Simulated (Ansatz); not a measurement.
`[CH3][Al@H-]1[F+][Al@H-]([CH3])[F+]1`, 14 atoms. Charge 0, multiplicity 1. All runs use 4 threads of an Arm Neoverse V2 on a shared host. Correlated methods freeze the cores.

Problem. How many basis functions does each run have, and how long does it take in Ansatz? direct RPA on PBE orbitals/def2-TZVPP energy; RKS revPBE-D4/def2-TZVPP energy; RKS PBE0-D4/def2-QZVPP energy; RKS PBE0-D4/def2-TZVP relaxation (33 steps); RKS HSE06 (plane-wave form)-D4/def2-TZVPP energy; RKS PBE0-D4/def2-TZVPP energy; RHF-CCSD(T)/def2-SVP energy; RKS ωB97M-V/def2-TZVPP energy and forces; RHF-CCSD(T)/def2-TZVPP energy; RKS PBE0-D4/def2-TZVP frequencies; RKS PBE0-D4/def2-SVP energy; RKS ωB97M-V/def2-SVP energy. (Best estimate.)

Solution. The calculation gave: Other jobs shared the machine, so times are rough.

| level | job | functions | wall time | peak host memory (GiB) |
| --- | --- | --- | --- | --- |
| RKS PBE0-D4/def2-SVP | energy | 132 | 1.4 s | 0.36 |
| RKS revPBE-D4/def2-TZVPP | energy | 320 | 2.8 s | 0.5 |
| RKS PBE0-D4/def2-TZVPP | energy | 320 | 4.5 s | 1 |
| RKS HSE06 (plane-wave form)-D4/def2-TZVPP | energy | 320 | 4.8 s | 1.1 |
| RKS ωB97M-V/def2-SVP | energy | 132 | 6 s | 0.5 |
| direct RPA on PBE orbitals/def2-TZVPP | energy | 320 | 7.5 s | 1 |
| RKS PBE0-D4/def2-QZVPP | energy | 608 | 12 s | 2.9 |
| RHF-CCSD(T)/def2-SVP | energy | 132 | 12 s | 0.86 |
| RKS ωB97M-V/def2-TZVPP | energy and forces | 320 | 17 s | 1.5 |
| RKS PBE0-D4/def2-TZVP | relaxation (33 steps) | 246 | 2.6 min | 0.82 |
| RKS PBE0-D4/def2-TZVP | frequencies | 246 | 4.5 min | 0.91 |
| RHF-CCSD(T)/def2-TZVPP | energy | 320 | 20 min | 4.8 |
